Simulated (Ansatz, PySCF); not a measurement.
Sn(F)4 cation (F4Sn), SMILES [F][Sn]([F])([F])[F] (connectivity only; charge and spin as stated), charge +1, multiplicity 2. Atoms are numbered in the order given.

```xyz
5

F     -0.9747    -0.2800     1.3821
Sn     0.0000     0.0000    -0.3525
F      0.4610    -1.6053    -1.1932
F      0.9747     0.2800     1.3821
F     -0.4610     1.6053    -1.1932
```
Charge +1, spin multiplicity 2.

Geometry optimised at PBE0-D3(BJ)/def2-SVP. The spin state was assumed, not searched. The isomer is the one that the SMILES or the coordinates give; other isomers of the formula were not compared. The def2 effective core potentials stand for the cores of Sn; spin–orbit coupling is left out.

Two levels are set side by side: PBE-D3(BJ)/def2-SVP (Ansatz, a quantum-chemistry and plane-wave program) and PBE0-D3(BJ)/def2-SVP (Ansatz). Each level has its own optimised geometry; the coordinates shown are those of the second. Frequencies come from the Hessian of PySCF at each geometry. Differences are taken from unrounded values.

```tsv
quantity	PBE0-D3(BJ)	PBE-D3(BJ)	PBE-D3(BJ) minus PBE0-D3(BJ)
mean bond length (Å)	1.940	1.968	0.028
bond F1–Sn2 (Å)	2.009	2.039	0.030
bond Sn2–F3 (Å)	1.870	1.897	0.027
bond Sn2–F4 (Å)	2.009	2.039	0.030
bond Sn2–F5 (Å)	1.870	1.897	0.027
highest harmonic wavenumber (cm⁻¹)	755	708	-47
mean harmonic wavenumber (cm⁻¹)	356	338	-18
zero-point energy (kcal/mol)	4.58	4.35	-0.24
```

GGA bonds tend to be longer and softer than those of functionals with exact exchange. Differences between two approximate levels are no errors against the true value.
